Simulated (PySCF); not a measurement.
In(F)2(NCO) (CF2InNO), SMILES [F][In]([N]=C=O)[F]. Atoms are numbered in the order given.

```xyz
6

In     0.0071    -0.5324     0.0000
F     -1.9241    -0.8835     0.0000
F      1.2133    -2.0727     0.0000
N      0.7921     1.3464     0.0000
C      0.2635     2.4558     0.0000
O     -0.1342     3.5666     0.0000
```

Geometry optimised at PBE-D3(BJ)/def2-SVP. The structure was generated by enumeration; whether it is a known compound was not checked. The def2 effective core potentials stand for the cores of In; spin–orbit coupling is left out. The values are those of a single conformer.

Method: PBE-D3(BJ)/def2-SVP in PySCF.

Frequencies are harmonic and unscaled.

### Question
Estimate the vibrational spectrum. (Estimate from the structure and the level; the computed values follow.)

### Answer

| mode | ν (cm⁻¹) | IR (km/mol) | moving atoms (share of kinetic energy) |
|---|---|---|---|
| 1 | 39 | 0.1 | N 49 %, O 27 %, F 22 % |
| 2 | 57 | 3.2 | F 50 %, O 34 %, In 8 % |
| 3 | 116 | 32.3 | F 84 %, In 14 % |
| 4 | 129 | 33.2 | F 47 %, In 33 %, N 18 % |
| 5 | 132 | 15.7 | N 34 %, O 23 %, F 17 %, In 14 %, C 12 % |
| 6 | 433 | 19.4 | N 41 %, C 25 %, O 17 %, In 12 % |
| 7 | 578 | 13.0 | C 73 %, O 15 %, N 12 % |
| 8 | 587 | 34.4 | F 78 %, C 11 % |
| 9 | 616 | 58.7 | F 41 %, C 29 %, N 14 %, In 10 % |
| 10 | 620 | 19.9 | F 51 %, C 21 %, N 12 %, In 12 % |
| 11 | 1362 | 17.1 | N 57 %, O 42 % |
| 12 | 2300 | 992.1 | C 71 %, O 15 %, N 13 % |
